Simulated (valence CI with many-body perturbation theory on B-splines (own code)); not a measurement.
## E1 line list for Rb XXXII

Calculated by configuration interaction combined with many-body perturbation theory (CI+MBPT): four valence electrons over a frozen Dirac-Fock core [He], radial functions for each j: 11 s, 11 p, 10 d, 8 f, 5 g, 2 h, with the one-electron correlation potential Σ1 (screened to all orders), the two-electron term Σ2, the three-electron term Σ3, Breit, model QED; selected single and double excitations, second order for the rest, scaled by the run's own slope (own B-spline code, finite nucleus).

The last digits are not significant, and no measured levels were compared; by estimate large intervals hold to a few tenths of a per cent, small ones and those within an open d or f shell to about a per cent. Among the levels kept, up to 1100 cm⁻¹ of a level comes from second order outside the variational space, and about a tenth of that is noise between levels of different J, which matters for small intervals.

Lines 101 to 150 of 538 in falling wavelength, among levels below 2585.9 eV, chosen from the strongest by gf and those to the six lowest levels. Wavelengths and rates use the calculated energies. Electric multipoles are in the length gauge, E1 and E2 with the static RPA response of the core. Weak lines are less certain than strong ones. Lines between different terms over intervals too small for the method are left out, as are lines whose strength nearly cancels. The highest levels of a list are the least certain.

Levels are named by their leading jj configuration (3d3/2^4 stands for four electrons in 3d with j = 3/2), which in mixed levels can hold well under half, so a name can repeat and another be missing. Letters in brackets count levels of one name in rising energy.

| λ vac (Å) | Upper | Lower | A (s⁻¹) | S (a.u.) |
| --- | --- | --- | --- | --- |
| 218.1 | (2s 2p3/2^2 3d3/2) J=1 [a] | (2s 2p3/2^2 3p1/2) J=2 [a] | 4.85e+09 | 7.45e-02 |
| 217.0 | (2s 2p1/2 2p3/2 3d3/2) J=2 [a] | (2s 2p1/2 2p3/2 3p1/2) J=1 [a] | 3.01e+09 | 7.59e-02 |
| 216.7 | (2s 2p1/2 2p3/2 3d3/2) J=1 [a] | (2s 2p1/2 2p3/2 3p1/2) J=1 [a] | 4.46e+09 | 6.71e-02 |
| 215.9 | (2s 2p3/2^2 3p3/2) J=2 [b] | (2s 2p3/2^2 3s) J=1 [a] | 6.42e+09 | 1.60e-01 |
| 215.6 | (2s^2 2p1/2 3d3/2) J=2 | (2s^2 2p1/2 3p1/2) J=1 | 5.65e+09 | 1.40e-01 |
| 212.6 | (2s 2p1/2 2p3/2 3p3/2) J=2 [c] | (2s 2p1/2 2p3/2 3s) J=1 [b] | 4.23e+09 | 1.00e-01 |
| 211.8 | (2s 2p1/2^2 3p3/2) J=2 | (2s 2p1/2^2 3s) J=1 | 9.76e+09 | 2.29e-01 |
| 211.5 | (2p1/2 2p3/2^2 3p3/2) J=1 [b] | (2p1/2 2p3/2^2 3s) J=2 [b] | 4.72e+09 | 6.62e-02 |
| 210.6 | (2s^2 2p1/2 3p3/2) J=1 | (2s^2 2p1/2 3s) J=0 | 5.74e+09 | 7.93e-02 |
| 209.6 | (2s^2 2p1/2 3p3/2) J=2 | (2s^2 2p1/2 3s) J=1 | 9.23e+09 | 2.10e-01 |
| 207.3 | (2s 2p3/2^2 3p3/2) J=2 [c] | (2s 2p3/2^2 3s) J=1 [b] | 6.67e+09 | 1.47e-01 |
| 205.3 | (2s 2p1/2 2p3/2 3p3/2) J=1 [d] | (2s 2p1/2 2p3/2 3s) J=0 | 5.69e+09 | 7.30e-02 |
| 203.9 | (2s 2p3/2^2 3p3/2) J=2 [a] | (2s 2p3/2^2 3s) J=2 [a] | 6.77e+09 | 1.42e-01 |
| 200.9 | (2s^2 2p3/2 3p3/2) J=2 | (2s^2 2p3/2 3s) J=1 | 5.65e+09 | 1.13e-01 |
| 196.3 | (2p1/2^2 2p3/2 3p3/2) J=2 | (2p1/2^2 2p3/2 3s) J=2 | 4.33e+09 | 8.08e-02 |
| 192.5 | (2s 2p1/2 2p3/2 3p3/2) J=1 [c] | (2s 2p1/2 2p3/2 3s) J=1 [b] | 9.06e+09 | 9.57e-02 |
| 189.9 | (2s 2p1/2 2p3/2 3p3/2) J=2 [a] | (2s 2p1/2 2p3/2 3s) J=2 [a] | 3.53e+09 | 5.97e-02 |
| 183.4 | (2s 2p1/2 2p3/2 3p3/2) J=3 [c] | (2s 2p1/2 2p3/2 3s) J=3 | 5.30e+09 | 1.13e-01 |
| 177.0 | (2s 2p3/2^2 3p3/2) J=1 [c] | (2s 2p3/2^2 3s) J=1 [b] | 1.23e+10 | 1.01e-01 |
| 173.5 | (2s 2p3/2^2 3p3/2) J=2 [a] | (2s 2p3/2^2 3s) J=3 | 4.25e+09 | 5.49e-02 |
| 162.6 | (2s^2 2p3/2 3p3/2) J=0 | (2s^2 2p3/2 3s) J=1 | 2.25e+10 | 4.78e-02 |
| 142.8 | (2p1/2 2p3/2^2 3p1/2) J=3 | (2s 2p3/2^2 3p1/2) J=2 [b] | 6.54e+09 | 6.58e-02 |
| 136.3 | (2s 2p1/2^2 2p3/2) J=2 | (2s^2 2p1/2 2p3/2) J=2 | 7.35e+08 | 4.60e-03 |
| 128.8 | (2p1/2 2p3/2^2 3s) J=3 | (2s 2p3/2^2 3s) J=2 [b] | 1.06e+10 | 7.82e-02 |
| 122.2 | (2s 2p1/2^2 2p3/2) J=2 | (2s^2 2p1/2 2p3/2) J=1 | 1.50e+09 | 6.77e-03 |
| 113.7 | (2s 2p1/2 2p3/2^2) J=3 | (2s^2 2p3/2^2) J=2 | 3.89e+09 | 1.98e-02 |
| 96.13 | (2p1/2 2p3/2^2 3p3/2) J=3 [a] | (2s 2p3/2^2 3p3/2) J=4 | 1.10e+10 | 3.37e-02 |
| 94.85 | (2s 2p1/2 2p3/2^2) J=1 [b] | (2s^2 2p3/2^2) J=0 | 3.26e+09 | 4.12e-03 |
| 93.84 | (2p1/2 2p3/2^2 3p1/2) J=3 | (2s 2p3/2^2 3p1/2) J=3 | 1.65e+10 | 4.70e-02 |
| 92.94 | (2p1/2 2p3/2^2 3s) J=2 [a] | (2s 2p3/2^2 3s) J=3 | 1.32e+10 | 2.62e-02 |
| 91.38 | (2s 2p1/2^2 2p3/2) J=1 | (2s^2 2p1/2 2p3/2) J=2 | 3.83e+09 | 4.33e-03 |
| 88.20 | (2p1/2 2p3/2^2 3s) J=2 [b] | (2s 2p3/2^2 3s) J=2 [a] | 2.84e+10 | 4.81e-02 |
| 87.47 | (2p1/2 2p3/2^2 3p3/2) J=3 [b] | (2s 2p3/2^2 3p3/2) J=3 [a] | 1.53e+10 | 3.54e-02 |
| 87.27 | (2p1/2 2p3/2^2 3p3/2) J=4 | (2s 2p3/2^2 3p3/2) J=4 | 1.96e+10 | 5.80e-02 |
| 86.79 | (2p1/2^2 2p3/2 3s) J=1 | (2s 2p1/2 2p3/2 3s) J=2 [b] | 2.59e+10 | 2.51e-02 |
| 86.79 | (2p1/2^2 2p3/2 3d5/2) J=3 | (2s 2p1/2 2p3/2 3d5/2) J=4 [b] | 2.02e+10 | 4.55e-02 |
| 85.48 | (2p1/2^2 2p3/2 3p3/2) J=2 | (2s 2p1/2 2p3/2 3p3/2) J=3 [c] | 2.23e+10 | 3.43e-02 |
| 85.24 | (2s 2p1/2 2p3/2^2) J=2 [b] | (2s^2 2p3/2^2) J=2 | 1.84e+09 | 2.81e-03 |
| 84.83 | (2p1/2^2 2p3/2 3d3/2) J=3 | (2s 2p1/2 2p3/2 3d3/2) J=4 | 2.38e+10 | 5.02e-02 |
| 84.56 | (2p1/2^2 2p3/2 3p3/2) J=3 | (2s 2p1/2 2p3/2 3p3/2) J=4 | 2.63e+10 | 5.50e-02 |
| 84.41 | (2p1/2 2p3/2^2 3s) J=3 | (2s 2p3/2^2 3s) J=3 | 2.05e+10 | 4.27e-02 |
| 84.01 | (2p1/2^2 2p3/2 3d5/2) J=4 | (2s 2p1/2 2p3/2 3d5/2) J=5 | 2.86e+10 | 7.54e-02 |
| 83.50 | (2p1/2 2p3/2^3) J=2 | (2s 2p3/2^3) J=2 | 4.02e+10 | 5.78e-02 |
| 82.93 | (2p1/2^2 2p3/2 3s) J=2 | (2s 2p1/2 2p3/2 3s) J=3 | 2.66e+10 | 3.74e-02 |
| 81.98 | (2p1/2 2p3/2^2 3p3/2) J=3 [a] | (2s 2p1/2 2p3/2 3p3/2) J=2 [d] | 1.62e+10 | 3.08e-02 |
| 79.77 | (2s 2p1/2 2p3/2^2) J=1 [b] | (2s^2 2p3/2^2) J=2 | 3.26e+09 | 2.45e-03 |
| 79.49 | (2p1/2 2p3/2^2 3s) J=2 [a] | (2s 2p1/2 2p3/2 3s) J=1 [c] | 3.20e+10 | 3.96e-02 |
| 78.57 | (2s 2p3/2^2 3d5/2) J=5 | (2s^2 2p3/2 3d5/2) J=4 | 1.11e+10 | 2.93e-02 |
| 78.28 | (2s 2p3/2^2 3s) J=3 | (2s^2 2p3/2 3s) J=2 | 2.13e+10 | 3.53e-02 |
| 77.28 | (2s 2p3/2^2 3p3/2) J=4 | (2s^2 2p3/2 3p3/2) J=3 | 1.27e+10 | 2.60e-02 |
